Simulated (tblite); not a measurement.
Species: C₆H₉NOSi₂.
Numbering: `[CH:1]#[C:2][Si@@H:3]1[CH:4]=[C:5](/[CH:6]=[N:7]/[CH3:8])[SiH2:9][O:10]1` (hydrogens: H11 on C1; H12 on Si3; H13 on C4; H14 on C6; H15, H16, H17 on C8; H18, H19 on Si9)

Computed with GFN2-xTB (tblite), gas phase: L-BFGS steps from a force-field or distance-geometry start until the largest atomic force falls under 0.01 eV/Å.

Step 27: E = -757.6882 eV
```
atom  x, y, z in Å  |  force x, y, z in eV/Å
C1      4.6163    0.4587   -0.8131    0.045   0.021   0.011
C2      3.7025   -0.1565   -0.3336   -0.002   0.017   0.015
Si3     2.2931   -1.1482    0.3322   -0.016  -0.016  -0.009
C4      0.7140   -0.7906   -0.6308   -0.034  -0.009   0.008
C5     -0.2611   -0.2466    0.1196   -0.013  -0.005   0.030
C6     -1.5526    0.0952   -0.4283    0.032  -0.009   0.007
N7     -2.4642    0.5906    0.2940    0.025  -0.006   0.011
C8     -3.7395    0.9105   -0.2852    0.022  -0.004   0.021
Si9     0.2473    0.0055    1.9346   -0.034   0.028  -0.007
O10     1.7808   -0.5764    1.7815   -0.026   0.015   0.023
H11     5.4237    1.0032   -1.2111    0.007   0.016  -0.016
H12     2.6374   -2.5507    0.5205    0.009  -0.060  -0.001
H13     0.5745   -0.9919   -1.6846   -0.018  -0.004  -0.023
H14    -1.6912   -0.1062   -1.5042   -0.007   0.001  -0.022
H15    -3.6436    1.6460   -1.0903    0.013  -0.004   0.019
H16    -4.3738    1.3221    0.4989    0.007  -0.003  -0.004
H17    -4.2220    0.0226   -0.7058    0.006   0.004   0.015
H18    -0.4334   -0.8778    2.8774    0.014   0.045  -0.059
H19     0.3821    1.3998    2.3371   -0.031  -0.029  -0.018
```

Step 28: E = -757.6889 eV
```
atom  x, y, z in Å  |  force x, y, z in eV/Å
C1      4.6164    0.4594   -0.8115    0.037   0.016   0.022
C2      3.7047   -0.1605   -0.3337   -0.001   0.031   0.014
Si3     2.2935   -1.1493    0.3335   -0.025  -0.010  -0.021
C4      0.7148   -0.7939   -0.6330   -0.025  -0.013   0.013
C5     -0.2607   -0.2478    0.1156   -0.008  -0.010   0.017
C6     -1.5518    0.0950   -0.4325    0.034  -0.013   0.007
N7     -2.4612    0.5900    0.2928    0.029  -0.011   0.003
C8     -3.7375    0.9109   -0.2815    0.001   0.003   0.023
Si9     0.2442    0.0063    1.9313   -0.027   0.026  -0.017
O10     1.7786   -0.5734    1.7806   -0.015   0.005   0.014
H11     5.4233    1.0076   -1.2059    0.005   0.010  -0.019
H12     2.6408   -2.5505    0.5249    0.004  -0.062   0.002
H13     0.5761   -0.9980   -1.6868   -0.015   0.002  -0.008
H14    -1.6921   -0.1053   -1.5087   -0.005   0.003  -0.009
H15    -3.6476    1.6480   -1.0848    0.033   0.007  -0.006
H16    -4.3688    1.3214    0.5041   -0.013   0.015   0.036
H17    -4.2247    0.0255   -0.7001    0.011  -0.025  -0.001
H18    -0.4370   -0.8771    2.8734    0.012   0.046  -0.057
H19     0.3794    1.4009    2.3312   -0.035  -0.020  -0.012
```

Step 29: E = -757.6896 eV
```
atom  x, y, z in Å  |  force x, y, z in eV/Å
C1      4.6172    0.4603   -0.8094    0.020   0.007   0.033
C2      3.7070   -0.1637   -0.3334   -0.002   0.041   0.013
Si3     2.2935   -1.1505    0.3346   -0.019  -0.007  -0.022
C4      0.7150   -0.7974   -0.6349   -0.006  -0.020   0.011
C5     -0.2604   -0.2492    0.1122   -0.001  -0.015  -0.007
C6     -1.5504    0.0946   -0.4364    0.018  -0.013   0.002
N7     -2.4577    0.5892    0.2918    0.021  -0.012  -0.003
C8     -3.7354    0.9113   -0.2775   -0.018   0.010   0.020
Si9     0.2407    0.0077    1.9277   -0.007   0.018  -0.030
O10     1.7760   -0.5705    1.7799   -0.001  -0.009  -0.005
H11     5.4229    1.0120   -1.2014    0.001   0.003  -0.019
H12     2.6441   -2.5515    0.5289   -0.005  -0.046   0.003
H13     0.5770   -1.0037   -1.6890   -0.012   0.006   0.010
H14    -1.6931   -0.1043   -1.5130    0.000   0.004   0.006
H15    -3.6507    1.6498   -1.0795    0.048   0.012  -0.021
H16    -4.3641    1.3210    0.5095   -0.021   0.025   0.065
H17    -4.2269    0.0281   -0.6946    0.019  -0.042  -0.010
H18    -0.4403   -0.8755    2.8683    0.000   0.034  -0.042
H19     0.3759    1.4016    2.3252   -0.036   0.003  -0.004
```

Step 30: E = -757.6902 eV
```
atom  x, y, z in Å  |  force x, y, z in eV/Å
C1      4.6185    0.4612   -0.8069    0.001  -0.002   0.041
C2      3.7091   -0.1660   -0.3327   -0.007   0.046   0.013
Si3     2.2933   -1.1519    0.3351   -0.001  -0.009  -0.014
C4      0.7150   -0.8012   -0.6366    0.014  -0.026   0.003
C5     -0.2600   -0.2508    0.1090    0.004  -0.018  -0.031
C6     -1.5487    0.0940   -0.4400   -0.010  -0.008  -0.005
N7     -2.4539    0.5882    0.2910    0.000  -0.009  -0.006
C8     -3.7335    0.9117   -0.2734   -0.029   0.013   0.014
Si9     0.2372    0.0093    1.9237    0.019   0.007  -0.038
O10     1.7733   -0.5677    1.7790    0.012  -0.022  -0.026
H11     5.4227    1.0164   -1.1977   -0.003  -0.005  -0.016
H12     2.6470   -2.5532    0.5323   -0.016  -0.019   0.002
H13     0.5774   -1.0089   -1.6907   -0.009   0.007   0.022
H14    -1.6941   -0.1032   -1.5169    0.007   0.003   0.016
H15    -3.6524    1.6516   -1.0747    0.055   0.007  -0.021
H16    -4.3601    1.3210    0.5156   -0.015   0.026   0.073
H17    -4.2284    0.0297   -0.6895    0.029  -0.042  -0.011
H18    -0.4437   -0.8731    2.8626   -0.016   0.017  -0.021
H19     0.3716    1.4023    2.3194   -0.035   0.031   0.004
```

**Question.** Estimate the geometry and energy of step 31. (The exact step hangs on the optimiser's Hessian estimate; all steps are aligned on step 30, rigid shifts and turns removed.)

**Answer.** E = -757.6910 eV, largest force 0.063 eV/Å
```
atom  x, y, z in Å  |  force x, y, z in eV/Å
C1      4.6202    0.4623   -0.8034   -0.016  -0.008   0.044
C2      3.7114   -0.1678   -0.3315   -0.016   0.045   0.015
Si3     2.2932   -1.1537    0.3354    0.024  -0.013  -0.004
C4      0.7152   -0.8058   -0.6382    0.029  -0.028  -0.009
C5     -0.2596   -0.2529    0.1053    0.007  -0.017  -0.046
C6     -1.5471    0.0931   -0.4437   -0.040   0.000  -0.009
N7     -2.4500    0.5870    0.2904   -0.025  -0.003  -0.004
C8     -3.7318    0.9124   -0.2686   -0.030   0.013   0.006
Si9     0.2337    0.0114    1.9187    0.044  -0.002  -0.036
O10     1.7705   -0.5651    1.7775    0.022  -0.031  -0.044
H11     5.4223    1.0211   -1.1942   -0.007  -0.014  -0.010
H12     2.6497   -2.5557    0.5354   -0.027   0.012   0.000
H13     0.5775   -1.0145   -1.6921   -0.004   0.003   0.022
H14    -1.6951   -0.1018   -1.5205    0.012   0.000   0.017
H15    -3.6527    1.6534   -1.0698    0.051  -0.006  -0.008
H16    -4.3561    1.3214    0.5232    0.002   0.017   0.059
H17    -4.2289    0.0306   -0.6842    0.038  -0.024  -0.004
H18    -0.4480   -0.8699    2.8557   -0.030  -0.001   0.001
H19     0.3658    1.4037    2.3132   -0.032   0.054   0.009
```

The energy changes by -0.0008 eV. The first-order estimate −F·Δx gives -0.0011 eV and the mean of the old and new forces, exact on a quadratic surface, -0.0008 eV. The step makes an angle of 75° with the force vector and moves no atom by more than 0.009 Å.

What follows is the cost of the whole relaxation. Hardware: Arm Neoverse N1, one thread, no GPU, shared host with 64 logical CPUs at a one-minute load of 59. Cost: 1.1 s wall.
